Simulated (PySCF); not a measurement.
Cl₂Ga, doublet, geometry from GFN2-xTB (such geometries of metal compounds can be far from the true shape) (the spin is typed, not shown lowest).

Here is a job for PySCF.
```python
from pyscf import gto, scf, dft

mol = gto.Mole()
mol.atom = '''
    Ga    0.38659548   -0.00516054    0.41651763
    Cl    1.00868342    0.30405887   -1.63943998
    Cl   -1.71365165   -0.29464847    0.87990784
'''
mol.basis = 'cc-pvtz'
mol.spin = 1
mol.verbose = 4
mol.build()

mf = dft.UKS(mol)
mf.xc = 'r2scan'
mf = mf.density_fit(auxbasis='def2-universal-jkfit')
mf.kernel()
mf.analyze()
```

Q: What does this run give for the dipole moment, HOMO energy, nuclear repulsion energy?

A: 
* **dipole moment**: 1.69 D
* **HOMO energy**: -6.41 eV
* **nuclear repulsion energy**: 297.7142 Eh

These values belong to the state on which the SCF converged, which isn't shown to be the lowest.

Q: Roughly what does it cost on one core?

A: around 22 core-seconds (rough).
